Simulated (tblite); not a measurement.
Species: CH10N2SSi3.
Geometry (GFN2-xTB, Å), atoms numbered from 1 in this order:
```xyz
17
CH10N2SSi3 angstrom
C     -2.3152   -0.0832    1.1943
N     -1.9657    0.8380    0.4286
Si    -0.5500    1.0052   -0.5462
S      0.2767    2.8706    0.1085
N      0.6583   -0.2250   -0.4105
Si     2.2900    0.1450    0.1186
Si     0.1997   -1.8735   -0.7414
H     -1.7374   -0.9988    1.3572
H     -3.2507    0.0081    1.7396
H     -1.0344    1.1437   -1.9127
H     -0.8907    3.4209    0.4006
H      2.7769    1.2722   -0.6704
H      3.0697   -1.0632   -0.1384
H      2.2629    0.4518    1.5496
H      1.0688   -2.3971   -1.7923
H     -1.1934   -1.8461   -1.1854
H      0.3275   -2.6567    0.4903
```

Computed with GFN2-xTB (tblite): harmonic, unscaled wavenumbers at the GFN2-xTB geometry, gas phase. This tight-binding method is rough: wavenumbers can miss measured ones by several per cent, in bad cases by 10 to 20. Modes of hydrogen on silicon and sulfur can be 10 to 20 % off. One conformer, not necessarily the lowest.

Harmonic wavenumbers (cm⁻¹): 30.2, 79.0, 100.2, 110.7, 117.1, 132.6, 144.9, 185.8, 202.5, 205.6, 235.7, 346.3, 443.1, 482.9, 556.8, 567.1, 572.4, 587.1, 595.1, 649.1, 671.8, 695.8, 768.9, 772.3, 776.8, 783.3, 794.6, 799.8, 828.3, 960.9, 998.4, 1002.5, 1143.0, 1435.4, 1754.6, 2229.7, 2248.8, 2257.7, 2270.5, 2280.9, 2289.9, 2309.6, 2482.5, 2867.9, 2983.7.

A = 1379, B = 1083, C = 689.5 MHz; mass 165.987 u (most abundant isotopes); point group C1, symmetry number 1.

Q: Zero-point energy?

A: ½Σν̃ = 22376 cm⁻¹ = 267.68 kJ/mol.

Q: Entropy at 400 K, 1 bar (ideal gas, RRHO, classical rotation)?

A: Translation 178.72, rotation 129.70, vibration 227.95: S = 536.4 J/(mol K).

Q: And Cp and H(400 K) − H(0)?

A: Cp = 234.19 J/(mol K), of which vibrations give 200.94 (their classical limit is 45 R = 374.2); H(400 K) − H(0) = 58.73 kJ/mol without the zero-point energy, 45.43 from vibrations.

Q: What must be added to the electronic energy to get the Gibbs energy at 400 K and 1 bar?

A: ZPE + [H(400 K) − H(0)] − T·S = 267.68 + 58.73 − 214.55 = 111.86 kJ/mol.

Q: Which modes carry the vibrational entropy at 400 K?

A: 30.2 cm⁻¹: 26.78; 79.0 cm⁻¹: 18.80; 100.2 cm⁻¹: 16.84; 110.7 cm⁻¹: 16.03; 117.1 cm⁻¹: 15.56; 132.6 cm⁻¹: 14.55 J/(mol K); the other 39 give 119.39 together.

Q: How do the functions run with temperature in this model?

A: 
```
 T (K)  S (J/(mol K))  Cp (J/(mol K))  H − H(0) (kJ/mol)  G − H(0) (kJ/mol)  ln q(vib)
   150          362.9           127.0              12.29             -42.14       4.62
   250          439.7           177.3              27.54             -82.38       8.42
298.15          472.8           198.5              36.60            -104.35      10.18
   600          640.9           281.1             110.62            -273.93      20.19
   900          763.9           324.9             202.08            -485.46      28.54
```

q(vib) and H(0) count from the zero-point level.

Hindered rotation and anharmonicity are outside this model. Other conformers, if any are populated, would add a mixing term that is left out. The structure is chiral; the term R ln 2 for an equal mix with its mirror image is left out.

Hardware: one thread, Arm Neoverse V1 (aarch64), no GPU, shared host. Cost: 0.89 s of wall time. The figure is for the frequency step alone.
